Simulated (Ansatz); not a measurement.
AlI3, charge +1, doublet, at a GFN2-xTB geometry (such geometries of metal compounds can be far from the true shape) (a state made from the parent by changing its charge; the spin is typed, not shown lowest) (all electrons, no relativity); B3LYP5/STO-3G (Ansatz, a program for electronic structure).

Input for Ansatz:
Ansatz 0.2 input:
```yaml
crystal:
  periodic: [false, false, false]
  atoms:
    - {symbol: Al, position_ang: [-0.00000000, -0.00000000, 0.00000000]}
    - {symbol: I, position_ang: [-2.07224778, -1.45191554, -0.05314985]}
    - {symbol: I, position_ang: [0.00664891, 2.23940983, -1.17902243]}
    - {symbol: I, position_ang: [2.06559887, -0.78749429, 1.23217228]}
basis:
  gaussian:
    orbitals: STO-3G
hamiltonian:
  xc: b3lyp5
total_charge: 1
magnetization: {spin_polarized: true, initial_magnetization: 1}
```

### Question
Predict the main parts of the log of this Ansatz run.

### Answer

```
Functional definition: B3LYP5
938 factors; integrals over basis functions are off by at most 2.2e-5 eV
mean field evaluation 1: about -565918.7142 eV, gradient 2.0e1 eV
mean field evaluation 2: about -565912.9616 eV, gradient 3.4e1 eV
mean field evaluation 4: about -565922.5703 eV, gradient 6.2e-1 eV
mean field evaluation 8: about -565922.5792 eV, gradient 3.9e-3 eV
mean field evaluation 16: about -565922.5792 eV, gradient 4.1e-5 eV
mean field evaluation 32: about -565922.3665 eV, gradient 6.2e-1 eV
mean field evaluation 64: about -565922.3657 eV, gradient 3.9e-1 eV
mean field evaluation 96: about -565922.3974 eV, gradient 1.6e0 eV
mean field evaluation 128: about -565922.3679 eV, gradient 3.0e0 eV
mean field -565922.57923113 eV, -20797.2711906423 hartree, gradient 5.4e-6 eV, S^2 0.750576; 16 other end points of the search recorded, 0 dependent functions left out
reference -565922.57942300 eV, -20797.2711976935 hartree; 86, 85 occupied and 4, 5 virtual orbitals, 938 factors
Total energy: -565922.57942300 eV, -20797.2711976935 hartree
```
